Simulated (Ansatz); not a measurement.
Program: Ansatz. Geometries: PBE0-D4/def2-TZVP. ΔE: electronic, gas phase. CBS: MP2 limit from def2 TZ/QZ plus the TZ coupled-cluster correction, frozen cores. This one scheme is used for every species. Functionals use def2-TZVPP. B3LYP here is the variant with VWN-RPA as its local correlation; programs differ in this. For Ga outer-core shells are correlated without core-valence functions, which leaves a few kJ/mol of doubt a bond. Scalar relativity is left out up to krypton. Each species was taken in one conformer, which may not be the lowest.

`N[SiH2][GaH2]` + `N[Si](O)(Cl)Cl` → `N[SiH2]O[Si](N)(Cl)Cl` + `[GaH3]`  (cleavage of the Si–Ga bond)

| level | ΔE (eV) |
| --- | --- |
| PBE0-D4 | -1.14 |
| B3LYP-D4 | -1.30 |
| ωB97X-V | -1.29 |
| HF/def2-QZVPP | -1.52 |

Question: What does CCSD(T)/CBS give? (Best estimate.)

Answer: The calculation gave: -1.27 eV. The listed levels differ from it by 0.13, -0.03, -0.02, -0.25 eV.

Largest T1 diagnostic among the species: 0.013.

In def2-TZVPP, CCSD(T) changes the Hartree–Fock value by +0.21 eV (the triples alone add +0.02 eV) and MP2 by +0.14 eV. The D4 term adds −0.10 eV with B3LYP and −0.06 eV with PBE0; it sums over pairs of atoms, weighted by their polarisabilities, and B3LYP, whose exchange is more repulsive, gets the larger term.
